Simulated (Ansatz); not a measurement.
PBE exchange is replaced step by step with exact exchange (0 % is PBE, 25 % PBE0; no dispersion term), basis def2-TZVP, Ansatz. System: the cluster PtS2. The state is a singlet with charge 0. Geometry: r2SCAN-D4/def2-TZVP.

Geometry of the singlet:

```xyz
3

Pt    0.0027    0.0034    0.0028
S    -1.7568    0.6902    0.8564
S     1.7541   -0.6936   -0.8592
```

In the def2 sets Pt takes a core potential; there is no spin–orbit coupling. The restricted singlet is unstable towards broken spin symmetry at other levels; at PBE with 5 % exact exchange/def2-TZVP, PBE with 10 % exact exchange/def2-TZVP, PBE with 15 % exact exchange/def2-TZVP, PBE with 35 % exact exchange/def2-TZVP and others this wasn't settled. At PBE0-D4/def2-TZVP the restricted singlet is unstable: a solution with broken spin symmetry lies lower. The order of the spin states hangs on the level: the triplet lies 0.10 eV below the singlet at PBE with 50 % exact exchange/def2-TZVP, but 0.61 eV above it at PBE-D4/def2-TZVP. The singlet is doubtful at PBE with 50 % exact exchange/def2-TZVP (restricted singlet, unstable towards broken spin symmetry at other levels and untested here). The structure comes from a short search, and lower isomers may exist.

```json
{"exact exchange (%)": "0", "HOMO (eV)": "-6.97", "LUMO (eV)": "-5.56", "gap (eV)": "1.41"}
{"exact exchange (%)": "5", "HOMO (eV)": "-7.22", "LUMO (eV)": "-5.45", "gap (eV)": "1.77"}
{"exact exchange (%)": "10", "HOMO (eV)": "-7.47", "LUMO (eV)": "-5.34", "gap (eV)": "2.14"}
{"exact exchange (%)": "15", "HOMO (eV)": "-7.73", "LUMO (eV)": "-5.23", "gap (eV)": "2.50"}
{"exact exchange (%)": "25", "HOMO (eV)": "-8.25", "LUMO (eV)": "-5.00", "gap (eV)": "3.25"}
{"exact exchange (%)": "35", "HOMO (eV)": "-8.77", "LUMO (eV)": "-4.76", "gap (eV)": "4.01"}
{"exact exchange (%)": "50", "HOMO (eV)": "-9.32", "LUMO (eV)": "-4.40", "gap (eV)": "4.92"}
```
